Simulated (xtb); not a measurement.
xtb input (GFN-FF):

```bash
xtb mol.xyz --gfnff --opt tight --chrg 0 --uhf 0
```
mol.xyz:
```
12

C     -3.86644479    -1.28114872    -0.36032221
C     -2.36742174    -1.33594560    -0.55290411
O     -1.79731433    -0.17814322     0.08398737
Ge    -0.06154987     0.08772017     0.05940335
Br     0.68919690     0.25391879    -2.11987751
Br     0.29635929     2.04083497     1.19805973
Br     1.02991419    -1.67457582     1.08093495
H     -4.33359964    -2.14768148    -0.83268229
H     -4.11693127    -1.28645293     0.70083261
H     -4.27767587    -0.37662205    -0.80925614
H     -1.95051564    -2.24280278    -0.10487300
H     -2.11143148    -1.33200269    -1.61657039
```

Output:

```
           -------------------------------------------------
          |                Calculation Setup                |
           -------------------------------------------------

          ==================== Thresholds ====================
          CN  :   150.00000
          rep :   500.00000
          disp:  2500.00000
          HB1 :   250.00000
          HB2 :   450.00000

          Pauling EN used:
          Z : 1  EN :  2.20
          Z : 6  EN :  2.55
          Z : 8  EN :  3.44
          Z :32  EN :  2.01
          Z :35  EN :  2.96
          electric field strengths (au): 0.000

           -------------------------------------------------
          |           Force Field Initialization            |
           -------------------------------------------------

          distances ...
          ----------------------------------------
          generating topology and atomic info file ...
          pair mat ...
          computing topology distances matrix with Floyd-Warshall algo ...
          making topology EEQ charges ...
          #fragments for EEQ constrain: 1
          ----------------------------------------
          generating topology and atomic info file ...
          pair mat ...
          computing topology distances matrix with Floyd-Warshall algo ...
          making topology EEQ charges ...
          #fragments for EEQ constrain: 1
          rings ...
          # BATM   54
          # H in HB   0

  atom   neighbors  erfCN metchar sp-hybrid imet pi  qest     coordinates
    1  C       4    3.49   0.00         3    0    0  -0.061   -7.306522   -2.421020   -0.680910
    2  C       4    3.53   0.00         3    0    0   0.060   -4.473779   -2.524571   -1.044837
    3  O       2    1.91   0.00         3    0    0  -0.355   -3.396432   -0.336642    0.158713
    4  Ge      4    3.53   0.03         3    0    0   0.310   -0.116312    0.165767    0.112256
    5  Br      1    0.98   0.00         0    0    0  -0.080    1.302393    0.479837   -4.005988
    6  Br      1    0.98   0.00         0    0    0  -0.080    0.560038    3.856619    2.264005
    7  Br      1    0.98   0.00         0    0    0  -0.080    1.946256   -3.164490    2.042671
    8  H       1    0.97   0.00         0    0    0   0.060   -8.189316   -4.058530   -1.573541
    9  H       1    0.97   0.00         0    0    0   0.060   -7.779873   -2.431044    1.324382
   10  H       1    0.97   0.00         0    0    0   0.060   -8.083636   -0.711713   -1.529272
   11  H       1    0.97   0.00         0    0    0   0.054   -3.685940   -4.238283   -0.198181
   12  H       1    0.97   0.00         0    0    0   0.054   -3.990027   -2.517120   -3.054875

          #atoms :   12
          #bonds :   11
          #angl  :   19
          #tors  :   16
          #nmol  :   1
          #optfrag :   1
[...]
H           -4.17401890970789       -2.24611489312226       -0.90897547977443
H           -4.15208969765131       -1.38672116574023        0.63433528282583
H           -4.31131186237752       -0.48550742131962       -0.86145123567336
H           -1.80578294227593       -2.05645206075942       -0.00860741252593
H           -1.96660511011679       -1.14618214034790       -1.51942489784190

 Bond Distances (Angstroems)
 ---------------------------
C1-C2=1.5176         C1-H8=1.0911         C1-H9=1.0901         C1-H10=1.0901        C2-C1=1.5176         C2-O3=1.4018
C2-H11=1.1005        C2-H12=1.1005        O3-C2=1.4018         O3-Ge4=1.7798        Ge4-O3=1.7798        Ge4-Br5=2.3001
Ge4-Br6=2.3038       Ge4-Br7=2.3001       Br5-Ge4=2.3001       Br6-Ge4=2.3038       Br7-Ge4=2.3001       H8-C1=1.0911
H9-C1=1.0901         H10-C1=1.0901        H11-C2=1.1005        H12-C2=1.1005
 C  H  Rav=1.0945 sigma=0.0049  Rmin=1.0901  Rmax=1.1005     5
 C  C  Rav=1.5176 sigma=0.0000  Rmin=1.5176  Rmax=1.5176     1
 O  C  Rav=1.4018 sigma=0.0000  Rmin=1.4018  Rmax=1.4018     1
 Ge O  Rav=1.7798 sigma=0.0000  Rmin=1.7798  Rmax=1.7798     1
 Br Ge Rav=2.3014 sigma=0.0018  Rmin=2.3001  Rmax=2.3038     3

 selected bond angles (degree)
 --------------------
H8-C1-C2=112.23                H9-C1-C2=110.50                H9-C1-H8=108.17                H10-C1-C2=110.50
H10-C1-H8=108.17               H10-C1-H9=107.08               O3-C2-C1=111.84                H11-C2-C1=111.28
H11-C2-O3=107.53               H12-C2-C1=111.28               H12-C2-O3=107.53               H12-C2-H11=107.16
Ge4-O3-C2=110.13               Br5-Ge4-O3=105.78              Br6-Ge4-O3=107.57              Br6-Ge4-Br5=112.70
Br7-Ge4-O3=105.78              Br7-Ge4-Br5=111.73             Br7-Ge4-Br6=112.70

 selected dihedral angles (degree)
 ---------------------------------
O3-C2-C1-H8=180.00            O3-C2-C1-H9=300.83            O3-C2-C1-H10= 59.17           H11-C2-C1-H8=300.28
H11-C2-C1-H9= 61.11           H11-C2-C1-H10=179.45          H12-C2-C1-H8= 59.72           H12-C2-C1-H9=180.55
H12-C2-C1-H10=298.89          Ge4-O3-C2-C1=180.00           Ge4-O3-C2-H11= 57.55          Ge4-O3-C2-H12=302.45
Br5-Ge4-O3-C2= 59.33          Br6-Ge4-O3-C2=180.00          Br7-Ge4-O3-C2=300.67
           -------------------------------------------------
          |                Final Singlepoint                |
           -------------------------------------------------
         :::::::::::::::::::::::::::::::::::::::::::::::::::::
         ::                     SUMMARY                     ::
         :::::::::::::::::::::::::::::::::::::::::::::::::::::
         :: total energy              -1.294273176522 Eh    ::
         :: gradient norm              0.000126663347 Eh/a0 ::
         ::.................................................::
         :: bond energy               -1.311460711935 Eh    ::
         :: angle energy               0.004950324707 Eh    ::
         :: torsion energy             0.000009174128 Eh    ::
         :: repulsion energy           0.088811262846 Eh    ::
         :: electrostat energy        -0.066376801381 Eh    ::
         :: dispersion energy         -0.008946454374 Eh    ::
         :: HB energy                  0.000000000000 Eh    ::
         :: XB energy                  0.000000000000 Eh    ::
         :: bonded atm energy         -0.001259970513 Eh    ::
         :: external energy            0.000000000000 Eh    ::
         :: add. restraining           0.000000000000 Eh    ::
         :: total charge              -0.000000000000 e     ::
         :::::::::::::::::::::::::::::::::::::::::::::::::::::

           -------------------------------------------------
          |                Property Printout                |
           -------------------------------------------------

molecular dipole:
                 x           y           z       tot (Debye)
 q only:       -0.768      -0.671      -0.323       2.720
           -------------------------------------------------
          |                Geometry Summary                 |
           -------------------------------------------------

      molecular mass/u    :      357.3987140
   center of mass at/Å    :        0.0117344      -0.0130845      -0.0091325
  moments of inertia/u·Å² :        0.9543127E+03   0.1080756E+04   0.1291137E+04
Note: The following floating-point exceptions are signalling: IEEE_UNDERFLOW_FLAG IEEE_DENORMAL
normal termination of xtb
rotational constants/cm⁻¹ :        0.1766468E-01   0.1559799E-01   0.1305642E-01

 * 11 selected distances

     #   Z          #   Z                                           value/Å
     1   6 C        2   6 C                                       1.5175939
     2   6 C        3   8 O                                       1.4017894
     3   8 O        4  32 Ge                                      1.7797842
     4  32 Ge       5  35 Br                                      2.3001170
     4  32 Ge       6  35 Br                                      2.3038491 (max)
     4  32 Ge       7  35 Br                                      2.3001170
     1   6 C        8   1 H                                       1.0911459
     1   6 C        9   1 H                                       1.0901387 (min)
     1   6 C       10   1 H                                       1.0901387
     2   6 C       11   1 H                                       1.1005217
     2   6 C       12   1 H                                       1.1005217

 * 5 distinct bonds (by element types)

   Z      Z             #   av. dist./Å        max./Å        min./Å
   1 H    6 C           5     1.0944933     1.1005217     1.0901387
   6 C    6 C           1     1.5175939     1.5175939     1.5175939
   6 C    8 O           1     1.4017894     1.4017894     1.4017894
   8 O   32 Ge          1     1.7797842     1.7797842     1.7797842
  32 Ge  35 Br          3     2.3013610     2.3038491     2.3001170

optimized geometry written to: xtbopt.xyz

           -------------------------------------------------
          | TOTAL ENERGY               -1.294273176522 Eh   |
          | GRADIENT NORM               0.000126663347 Eh/α |
           -------------------------------------------------
########################################################################
[WARNING] Runtime exception occurred
-1- gfnff_setup: Could not read topology file.
########################################################################

------------------------------------------------------------------------
------------------------------------------------------------------------
 total:
 SCF:
 ANC optimizer:
```
